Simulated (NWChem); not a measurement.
# CH6F2Si2; SMILES [SiH3][Si](C)(F)F

```xyz
11

C     -1.5612    -1.3548     0.0004
Si     0.0425    -0.4265     0.0002
F      0.9094    -0.8833     1.2960
F      0.9089    -0.8829    -1.2961
Si    -0.0887     1.9114     0.0006
H     -2.1570    -1.1092    -0.8921
H     -1.3693    -2.4395     0.0001
H     -2.1565    -1.1097     0.8935
H      1.2816     2.5041     0.0014
H     -0.8281     2.3734     1.2152
H     -0.8270     2.3739    -1.2144
```
Atoms are numbered in this order, from 1.

Program: NWChem. Structure relaxed at the PBE0/def2-SVP level. Atomic charges in e: unrestrained fits to the electrostatic potential beside Mulliken populations; buried atoms are poorly determined by the fit.

Problem. What does the run give for B3LYP/def2-SVP? Quantities: ESP C1; Mulliken C1; ESP Si2; Mulliken Si2; ESP F3; Mulliken F3; ESP F4; Mulliken F4; ESP Si5; Mulliken Si5; relative RMS misfit of the potential (%).

Solution. 
```json
{
 "ESP C1": "-0.36",
 "Mulliken C1": "-0.27",
 "ESP Si2": "0.86",
 "Mulliken Si2": "0.80",
 "ESP F3": "-0.35",
 "Mulliken F3": "-0.34",
 "ESP F4": "-0.35",
 "Mulliken F4": "-0.34",
 "ESP Si5": "0.10",
 "Mulliken Si5": "0.16",
 "relative RMS misfit of the potential (%)": "29"
}
```
